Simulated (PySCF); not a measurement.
Computed shifts of a molecule CH₇FO₂Si₂, PBE/pcSseg-1 run with PySCF, GIAO, gas phase, atoms alike by connectivity averaged where their shifts nearly agree, in ppm (number of nuclei): ²⁹Si: -27.7 (1), -69.5 (1). ¹⁹F: -146.9 (1). ¹³C: -6.6 (1). ¹H: 4.54 (3), 2.55 (1), 2.28 (1), 0.52 (2). References: ¹⁷O against H2O (σ = 334.3 ppm); ²⁹Si against TMS (σ = 335.4 ppm); ¹⁹F against CFCl3 (σ = 133.6 ppm); ¹³C against TMS (σ = 182.0 ppm); ¹H against TMS (σ = 31.49 ppm), references at their B3LYP-D3(BJ)/def2-TZVP geometries, non-relativistic. Geometry optimised at PBE-D3(BJ)/def2-SVP. Other conformers were not sampled.

### Question
Pick the molecule that these values belong to.
A) CO[SiH2][Si@@H](O)F
B) CO[Si@H](F)O[SiH3]
C) O[Si](O)(F)C[SiH3]
D) C[Si@H](O)[Si@@H](O)F

### Answer
C, O[Si](O)(F)C[SiH3]
